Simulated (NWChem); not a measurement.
System: C₃H₃N₂, doublet; SMILES c1n[c][nH]c1

Here is an NWChem input.

```
start job
memory heap 200 mb stack 900 mb global 1100 mb
geometry units angstroms noautosym nocenter noautoz
  C     -1.171364     0.043869     0.000000
  N     -0.520040     1.143454     0.000000
  C      0.823936     0.769312     0.000000
  C      0.929081    -0.597015     0.000000
  N     -0.384936    -1.065171     0.000000
  H      1.612357     1.508949     0.000000
  H      1.777319    -1.265810     0.000000
  H     -0.688742    -2.026723     0.000000
end
basis spherical
  C library iglo-iii
  N library iglo-iii
  H library iglo-iii
end
dft
  odft
  mult 2
  xc xctpssh
  iterations 150
  semidirect filesize 400000000
end
property
  hyperfine
end
task dft property
```

NWChem printed, in part:

```
             Northwest Computational Chemistry Package (NWChem) 7.3.0
             --------------------------------------------------------

                             Geometry "geometry" -> ""
                             -------------------------

 Output coordinates in angstroms (scale by  1.889725989 to convert to a.u.)

  No.       Tag          Charge          X              Y              Z
 ---- ---------------- ---------- -------------- -------------- --------------
    1 C                    6.0000    -1.17136400     0.04386900     0.00000000
    2 N                    7.0000    -0.52004000     1.14345400     0.00000000
    3 C                    6.0000     0.82393600     0.76931200     0.00000000
    4 C                    6.0000     0.92908100    -0.59701500     0.00000000
    5 N                    7.0000    -0.38493600    -1.06517100     0.00000000
    6 H                    1.0000     1.61235700     1.50894900     0.00000000
    7 H                    1.0000     1.77731900    -1.26581000     0.00000000
    8 H                    1.0000    -0.68874200    -2.02672300     0.00000000

 Effective nuclear repulsion energy (a.u.)     154.5081827292

                              NWChem Property Module
                              ----------------------

  itol2e modified to match energy
  convergence criterion.

                                 NWChem DFT Module
                                 -----------------

 Summary of "ao basis" -> "ao basis" (spherical)
 ------------------------------------------------------------------------------
       Tag                 Description            Shells   Functions and Types
 ---------------- ------------------------------  ------  ---------------------
 C                          iglo-iii                15       35   7s6p2d
 N                          iglo-iii                15       35   7s6p2d
 H                          iglo-iii                 6       10   4s2p

  itol2e modified to match energy
  convergence criterion.

            General Information
            -------------------
          SCF calculation type: DFT
          Wavefunction type:  spin polarized.
          No. of atoms     :     8
          No. of electrons :    35
           Alpha electrons :    18
            Beta electrons :    17
          Charge           :     0
          Spin multiplicity:     2
          Use of symmetry is: off; symmetry adaption is: off
          Maximum number of iterations: 150
          AO basis - number of functions:   205
                     number of shells:    93
          Convergence on energy requested:  1.00D-07
          Convergence on density requested:  1.00D-05
          Convergence on gradient requested:  5.00D-04

              XC Information
              --------------
                  TPSS hybrid Method XC Functional
                     Hartree-Fock (Exact) Exchange  0.100
                  TPSS metaGGA Exchange Functional  0.900
             TPSS03 metaGGA Correlation Functional  1.000

             Grid Information
             ----------------
          Grid used for XC integration:  fine
          Radial quadrature: Mura-Knowles
          Angular quadrature: Lebedev.
          Tag              B.-S. Rad. Rad. Pts. Rad. Cut. Ang. Pts.
          ---              ---------- --------- --------- ---------
          C                   0.70       70          11.0       590
          N                   0.65       70          11.0       590
          H                   0.35       60          12.0       590
          Grid pruning is: on
          Number of quadrature shells:   530
          Spatial weights used:  Erf1

      Superposition of Atomic Density Guess
      -------------------------------------

 Sum of atomic energies:        -223.14060706

      Non-variational initial energy
      ------------------------------

 Total energy =    -226.320464
 1-e energy   =    -606.459599
 2-e energy   =     225.630952
 HOMO         =      -0.214776
 LUMO         =       0.055863

------------------------------------------------------------
EAF file 0: "./job.aoints.0" size=559939584 bytes
------------------------------------------------------------
               write      read    awrite     aread      wait
               -----      ----    ------     -----      ----
     calls:     1068         0         0         0         0
   data(b): 5.60e+08  0.00e+00  0.00e+00  0.00e+00
   time(s): 0.00e+00  0.00e+00  0.00e+00  0.00e+00  0.00e+00
rate(mb/s): 0.00e+00  0.00e+00
------------------------------------------------------------

   convergence    iter        energy       DeltaE   RMS-Dens  Diis-err
 ---------------- ----- ----------------- --------- --------- ---------
 d= 0,ls=0.0,diis     1   -225.5374256249 -3.80D+02  2.66D-03  2.85D-01
                                                     2.51D-03  2.55D-01
 d= 0,ls=0.0,diis     2   -225.2950753949  2.42D-01  1.91D-03  6.79D-01
                                                     2.15D-03  6.98D-01
 d= 0,ls=0.0,diis     3   -225.5738591935 -2.79D-01  5.98D-04  1.23D-01
                                                     5.76D-04  1.12D-01
 d= 0,ls=0.0,diis     4   -225.6249536059 -5.11D-02  2.36D-04  4.50D-03
                                                     1.67D-04  3.19D-03
 d= 0,ls=0.0,diis     5   -225.6257367835 -7.83D-04  1.02D-04  2.31D-03
                                                     1.05D-04  2.39D-03
  Resetting Diis
 d= 0,ls=0.0,diis     6   -225.6268839007 -1.15D-03  4.48D-05  2.33D-04
                                                     3.15D-05  1.40D-04
 d= 0,ls=0.0,diis     7   -225.6269790702 -9.52D-05  3.41D-05  4.60D-05
                                                     3.29D-05  4.11D-05
 d= 0,ls=0.0,diis     8   -225.6269568634  2.22D-05  2.29D-05  1.17D-04
                                                     2.09D-05  1.16D-04
 d= 0,ls=0.0,diis     9   -225.6270105419 -5.37D-05  8.22D-06  7.36D-06
                                                     6.41D-06  5.36D-06
 d= 0,ls=0.0,diis    10   -225.6270141974 -3.66D-06  5.74D-06  1.12D-06
                                                     8.75D-06  1.93D-06
 d= 0,ls=0.0,diis    11   -225.6270160007 -1.80D-06  4.74D-06  1.35D-06
                                                     2.60D-06  8.36D-07
 d= 0,ls=0.0,diis    12   -225.6270167658 -7.65D-07  7.11D-07  4.72D-08
                                                     9.60D-07  6.67D-08
 d= 0,ls=0.0,diis    13   -225.6270168071 -4.13D-08  7.75D-07  2.91D-08
                                                     5.13D-07  1.27D-08

[...]

          ----------------------
          Hyperfine Interactions
          ----------------------

 Total Spin Density (Fermi Contact Term)
 ------------------ --------------------
     Atom            x         y         z       Density (a.u.)      Aiso(MHz)     Aiso(Gauss)
     1  13-C     -2.21356   0.08290   0.00000       0.641797        721.502632     257.449646
     2  14-N     -0.98273   2.16081   0.00000       0.289234         93.452672      33.346181
     3  13-C      1.55701   1.45379   0.00000       0.076913         86.464539      30.852646
     4  13-C      1.75571  -1.12819   0.00000       0.003967          4.459505       1.591259
     5  14-N     -0.72742  -2.01288   0.00000       0.152116         49.149423      17.537707
     6   1-H      3.04691   2.85150   0.00000       0.000329          1.470420       0.524682
     7   1-H      3.35865  -2.39203   0.00000       0.000756          3.379973       1.206057
     8   1-H     -1.30153  -3.82995   0.00000      -0.001110         -4.961796      -1.770489

           -------------------------------------------
           Anisotropic Interaction (Spin-Dipolar Term)
           -------------------------------------------

 ------------------------------------------------------------
     Atom            x         y         z
 ------------------------------------------------------------
     1  13-C     -2.21356   0.08290   0.00000

   Spin-Dipolar term (a.u.)
        xx             yy             zz             xy             xz             yz
 ------------------------------------------------------------------------------------------
       0.775543      -0.469940      -0.305603       0.065254      -0.000000       0.000000

   Principal Comp. of -hf- tensor (au)            Anisotropic -hfcc- (MHz)               Anisotropic -hfcc- (Gauss)
 --------------------------------------------------------------------------------------------------------------------------
      0.778952    -0.473349    -0.305603     104.527953   -63.518953   -41.009000      37.298110   -22.665104   -14.633006

   Orientation of the principal axis of Hyperfine Tensor w.r.t absolute (molecular) frame
 --------------------------------------------------------------------------------------------------------------------------
      0.998638    -0.052178     0.000000
      0.052178     0.998638     0.000000
     -0.000000    -0.000000     1.000000

 ------------------------------------------------------------
     Atom            x         y         z
 ------------------------------------------------------------
     2  14-N     -0.98273   2.16081   0.00000

   Spin-Dipolar term (a.u.)
        xx             yy             zz             xy             xz             yz
 ------------------------------------------------------------------------------------------
       0.197633       0.009329      -0.206962      -0.093907       0.000000      -0.000000

   Principal Comp. of -hf- tensor (au)            Anisotropic -hfcc- (MHz)               Anisotropic -hfcc- (Gauss)
 --------------------------------------------------------------------------------------------------------------------------
      0.236459    -0.029497    -0.206962       9.119702    -1.137635    -7.982067       3.254131    -0.405936    -2.848195

   Orientation of the principal axis of Hyperfine Tensor w.r.t absolute (molecular) frame
 --------------------------------------------------------------------------------------------------------------------------
      0.924129     0.382082    -0.000000
     -0.382082     0.924129     0.000000
      0.000000    -0.000000     1.000000

 ------------------------------------------------------------
     Atom            x         y         z
 ------------------------------------------------------------
     3  13-C      1.55701   1.45379   0.00000

   Spin-Dipolar term (a.u.)
        xx             yy             zz             xy             xz             yz
 ------------------------------------------------------------------------------------------
       0.091068      -0.048165      -0.042903      -0.028941      -0.000000       0.000000

   Principal Comp. of -hf- tensor (au)            Anisotropic -hfcc- (MHz)               Anisotropic -hfcc- (Gauss)
 --------------------------------------------------------------------------------------------------------------------------
      0.096844    -0.053941    -0.042903      12.995516    -7.238375    -5.757141       4.637115    -2.582828    -2.054288

   Orientation of the principal axis of Hyperfine Tensor w.r.t absolute (molecular) frame
 --------------------------------------------------------------------------------------------------------------------------
      0.980659     0.195722     0.000000
     -0.195722     0.980659     0.000000
     -0.000000    -0.000000     1.000000

 ------------------------------------------------------------
     Atom            x         y         z
 ------------------------------------------------------------
     4  13-C      1.75571  -1.12819   0.00000

   Spin-Dipolar term (a.u.)
        xx             yy             zz             xy             xz             yz
 ------------------------------------------------------------------------------------------
       0.063857       0.013006      -0.076863       0.027104       0.000000       0.000000

   Principal Comp. of -hf- tensor (au)            Anisotropic -hfcc- (MHz)               Anisotropic -hfcc- (Gauss)
 --------------------------------------------------------------------------------------------------------------------------
      0.075594     0.001269    -0.076863      10.143972     0.170316   -10.314288       3.619615     0.060773    -3.680388

   Orientation of the principal axis of Hyperfine Tensor w.r.t absolute (molecular) frame
 --------------------------------------------------------------------------------------------------------------------------
      0.917650    -0.397389    -0.000000
      0.397389     0.917650    -0.000000
      0.000000     0.000000     1.000000

 ------------------------------------------------------------
     Atom            x         y         z
 ------------------------------------------------------------
     5  14-N     -0.72742  -2.01288   0.00000

   Spin-Dipolar term (a.u.)
        xx             yy             zz             xy             xz             yz
 ------------------------------------------------------------------------------------------
       0.090796       0.061337      -0.152133      -0.148812      -0.000000       0.000000

   Principal Comp. of -hf- tensor (au)            Anisotropic -hfcc- (MHz)               Anisotropic -hfcc- (Gauss)
 --------------------------------------------------------------------------------------------------------------------------
      0.225605    -0.073473    -0.152133       8.701095    -2.833683    -5.867412       3.104762    -1.011127    -2.093635

   Orientation of the principal axis of Hyperfine Tensor w.r.t absolute (molecular) frame
 --------------------------------------------------------------------------------------------------------------------------
      0.741113     0.671380     0.000000
     -0.671380     0.741113    -0.000000
     -0.000000     0.000000     1.000000

 ------------------------------------------------------------
     Atom            x         y         z
 ------------------------------------------------------------
     6   1-H      3.04691   2.85150   0.00000

   Spin-Dipolar term (a.u.)
        xx             yy             zz             xy             xz             yz
 ------------------------------------------------------------------------------------------
       0.007939       0.000381      -0.008319       0.007604      -0.000000       0.000000

   Principal Comp. of -hf- tensor (au)            Anisotropic -hfcc- (MHz)               Anisotropic -hfcc- (Gauss)
 --------------------------------------------------------------------------------------------------------------------------
      0.012651    -0.004331    -0.008319       6.749734    -2.310992    -4.438742       2.408469    -0.824618    -1.583851

   Orientation of the principal axis of Hyperfine Tensor w.r.t absolute (molecular) frame
 --------------------------------------------------------------------------------------------------------------------------
      0.850022    -0.526748     0.000000
      0.526748     0.850022    -0.000000
     -0.000000     0.000000     1.000000

 ------------------------------------------------------------
     Atom            x         y         z
 ------------------------------------------------------------
     7   1-H      3.35865  -2.39203   0.00000

   Spin-Dipolar term (a.u.)
        xx             yy             zz             xy             xz             yz
 ------------------------------------------------------------------------------------------
       0.005882       0.001455      -0.007337      -0.002592       0.000000       0.000000

   Principal Comp. of -hf- tensor (au)            Anisotropic -hfcc- (MHz)               Anisotropic -hfcc- (Gauss)
 --------------------------------------------------------------------------------------------------------------------------
      0.007077     0.000260    -0.007337       3.775965     0.138645    -3.914610       1.347356     0.049472    -1.396828

[...]
```

Level: TPSSh/IGLO-III, spin-unrestricted, contact and dipolar terms. In the optimisation the excess spin sits in a' (Cs, its own frame). All runs use the structure optimised with B3LYP/6-31G* (spherical d), spin-unrestricted. No stability test was run on the SCF state.
